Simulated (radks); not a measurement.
The numbers below are computed, except where a source is named.
Spherical quantum dot in the effective-mass picture: electrons in a well V = -V0 / (1 + exp((r - R)/a)) with V0 = 4.36, R = 10.8, a = 1.2, all in effective atomic units (hartree* = m*/eps^2 hartree, bohr* = eps/m* bohr), one dielectric constant everywhere. Level of theory: non-relativistic Kohn-Sham, LDA (Slater exchange, Perdew-Wang correlation), spin-polarised, spherical densities (a radial shooting solver with Libxc functionals). Levels are named by radial order and angular momentum (1s, 1p, 1d, 2s, ...), and open shells are averaged over m. Results are scaled to m* = 0.031 and eps = 13.1, for which hartree* = 4.916 meV and bohr* = 22.36 nm.

N = 9, configuration 1s2 1p6 1d(up 1, down 0). This is the lowest configuration that the search found (a dilute case). Occupied and some empty levels:

level    occupation  eigenvalue (meV)  <r> (nm)
1s up             1           -14.709     128.3
1s down           1           -14.678     127.8
1p up             3           -14.526     135.3
1p down           3           -14.494     135.2
1d up             1           -14.224     141.8
1d down           0           -14.192     141.8
1f up             0           -13.826     147.6
1f down           0           -13.793     147.7
2s up             0           -13.636     101.7
2s down           0           -13.621     101.6
2p up             0           -13.185     118.4
2p down           0           -13.166     118.3

Energy (meV): total -158.851, kinetic 4.5272, external -186.93, Hartree 30.158, exchange-correlation -6.6063.

Electron density:

r (nm)  n(r) (e/nm^3)
12.4        5.192e-08
26.3        6.991e-08
40.1        1.035e-07
54.0        1.560e-07
67.9        2.297e-07
81.7        3.222e-07
95.6        4.223e-07
109         5.059e-07
123         5.399e-07
137         4.971e-07
151         3.804e-07
165         2.326e-07
179         1.088e-07
193         3.754e-08
206         9.235e-09
220         1.586e-09
234         1.895e-10
248         1.633e-11
262         1.053e-12
